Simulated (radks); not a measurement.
These are the eigenvalues of the occupied orbitals of an atom or ion with whole-number occupations (eV). Calculated with a radial shooting solver on a logarithmic mesh with Libxc functionals: Dirac Kohn-Sham, BP86, spin-unpolarised, spherical densities, finite nucleus; Fermi nuclear charge, rms radius of each element as measured or else 0.836 A^(1/3) + 0.57 fm.

1s1/2: -6430.612
2s1/2: -744.1486
2p1/2: -637.3355
2p3/2: -626.8997
3s1/2: -85.9512
3p1/2: -55.5331
3p3/2: -54.2600
3d3/2: -6.9822
3d5/2: -6.8641
4s1/2: -5.2694

Which element is it, and in what charge state? The configuration may be excited. Open shells, if any, are shared by 2j + 1.

Answer. Z = 25, manganese, charge 0: Mn in [Ar] 3d5 4s2. The list shows which subshells hold electrons but not how many an open one holds; the 1s level, -236.32 hartree, gives Z - s = 21.7 by -(Z - s)^2/2, which with screening and relativity narrows Z to a few neighbours, and the depths of the outer levels then fix element, charge and occupations together.
